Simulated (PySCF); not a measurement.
Ta(OH)₂ + 2 HF → TaF₂ + 2 H₂O

Level: PBE0 in the def2-TZVP basis family, computed in PySCF with density fitting; scalar-relativistic core potentials for atoms from Rb on, none lighter, no spin–orbit coupling; open shells unrestricted.

```csv
species,state and structure,E (Eh),ZPE (kJ/mol),H(298 K) − H(0) (kJ/mol),S° (J/(mol K))
Ta(OH)₂,"quartet, D∞h, O–H 0.951 Å (×2), Ta–O 1.890 Å (×2)",-208.59108,67.2,16.6,304.4
HF,"singlet, C∞v, H–F 0.920 Å",-100.39188,24.9,8.7,173.6
TaF₂,"quartet, D∞h, Ta–F 1.880 Å (×2)",-256.64760,8.4,13.8,297.7
H₂O,"singlet, C2v, O–H 0.960 Å (×2); H–O–H 105.1°",-76.37736,56.5,9.9,188.7
```

Task: What is the electronic reaction energy?

Result: At PBE0/def2-TZVP, ΔE = -72.1 kJ/mol from the differences of the total energies times 2625.5, downhill. 

Task: Add zero-point, thermal and entropy terms for 298.15 K and 1 bar.

Result: ΔZPE = 4.4 and Δ[H(298) − H(0)] = -0.4 kJ/mol give ΔH° = -68.1 kJ/mol. ΔS° = 23.5 J/(mol K), so ΔG° = -68.1 − 298.15 × (0.0235) = -75 kJ/mol and log₁₀K = 13.2.

Spin–orbit coupling can matter for Ta(OH)₂, TaF₂ and is left out. Open d or f shells are single determinants, so the state found may not be the ground state. The structures come from searches over a few start shapes, so lower isomers are not excluded.
